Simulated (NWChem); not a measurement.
Molecule: TiN$_{2}$H$_{6}$; SMILES [TiH2]([NH2])[NH2]

```xyz
9

Ti    -0.3875    -0.0052     0.0000
N      0.5789     0.0198     1.5893
H      1.5719    -0.1270     1.7529
H      0.0984     0.1658     2.4771
N      0.5789     0.0198    -1.5893
H      0.0984     0.1658    -2.4771
H      1.5719    -0.1270    -1.7529
H     -1.3123    -1.4530     0.0000
H     -1.6088     1.2133     0.0000
```
Atoms are numbered in this order, from 1.

All runs: NWChem. Medium grid unless said otherwise, to which SCAN and Minnesota functionals are sensitive. The geometry was optimised at B3LYP/6-31G* (spherical d). B3LYP is NWChem's, with the RPA form of VWN correlation.

Among these, which level gives the lowest value of “highest occupied level (eV)”?
(A) PBE/def2-SVP
(B) LC-BLYP (range parameter 0.33 per bohr)/def2-SVP
(C) BP86/def2-SVP
(D) M05-2X/def2-SVP

B, LC-BLYP (range parameter 0.33 per bohr)/def2-SVP. Values: LC-BLYP (range parameter 0.33 per bohr)/def2-SVP -9.81; M05-2X/def2-SVP -8.88; BP86/def2-SVP -6.08; PBE/def2-SVP -5.97
